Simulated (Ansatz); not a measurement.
(1) Predict a relaxed structure of the cluster Zn₂SF₂ (the lowest singlet isomer of a short search), charge 0, singlet, at PBE0-D4/def2-SVP (Ansatz).

Answers

(1) 
```xyz
5

Zn    1.1825   -0.8566   -0.6490
Zn   -1.1548    1.0372    0.3792
S     0.1371    0.8940   -1.3349
F     2.0585   -2.2724   -0.1397
F    -2.2233    1.1977    1.7444
```
Point group C2v (tolerance 0.1 Å). This is one stationary point.

The structure comes from a short search, and lower isomers may exist.
